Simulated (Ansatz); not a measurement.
C$_{6}$H$_{17}$ClHfN$_{2}$O (`CC[O][Hf]([Cl])([N](C)C)[N](C)C`), 28 atoms. Charge 0, multiplicity 1. Correlated methods include outer-core shells of Hf, which these sets cover unevenly. Hf: def2 effective core potential. All runs use 11 threads of an AMD EPYC 7R13 on a shared host and a whole NVIDIA H100 80 GB. Correlated methods freeze the cores.

Give the basis size and wall time and peak host memory of each of these runs in Ansatz. RKS B2PLYP (frozen core)/def2-TZVPP energy; RHF-MP2/def2-QZVPP energy; RKS PBE0-D4/def2-QZVPP energy; RHF-CCSD(T)/def2-TZVPP energy; RKS CAM-B3LYP-D4/def2-TZVPP energy; RKS PBE0-D4/def2-TZVP relaxation (95 steps); RHF-CCSD(T)/def2-SVP energy; direct RPA on PBE orbitals/def2-TZVPP energy; RKS ωB97M-V/def2-SVP energy; RKS PBE0-D4/def2-TZVPP energy; RKS ωB97M-V/def2-QZVPP energy; RKS PBE0-D4/def2-SVP energy. (Estimate.)

Computed: Other jobs shared the machine, so times are rough.

| level | job | functions | wall time | peak host memory (GiB) |
| --- | --- | --- | --- | --- |
| RKS PBE0-D4/def2-SVP | energy | 261 | 1.5 s | 0.94 |
| RKS ωB97M-V/def2-SVP | energy | 261 | 2.2 s | 1.1 |
| RKS PBE0-D4/def2-TZVPP | energy | 615 | 3.7 s | 1.2 |
| RKS PBE0-D4/def2-QZVPP | energy | 1174 | 4.1 s | 1.8 |
| RKS CAM-B3LYP-D4/def2-TZVPP | energy | 615 | 4.3 s | 1.2 |
| direct RPA on PBE orbitals/def2-TZVPP | energy | 615 | 4.5 s | 3.8 |
| RKS B2PLYP (frozen core)/def2-TZVPP | energy | 615 | 4.8 s | 3.8 |
| RKS ωB97M-V/def2-QZVPP | energy | 1174 | 6.5 s | 2 |
| RHF-MP2/def2-QZVPP | energy | 1174 | 7 s | 2 |
| RHF-CCSD(T)/def2-SVP | energy | 261 | 7.5 s | 0.88 |
| RHF-CCSD(T)/def2-TZVPP | energy | 615 | 100 s | 3.6 |
| RKS PBE0-D4/def2-TZVP | relaxation (95 steps) | 458 | 2.3 min | 1.2 |
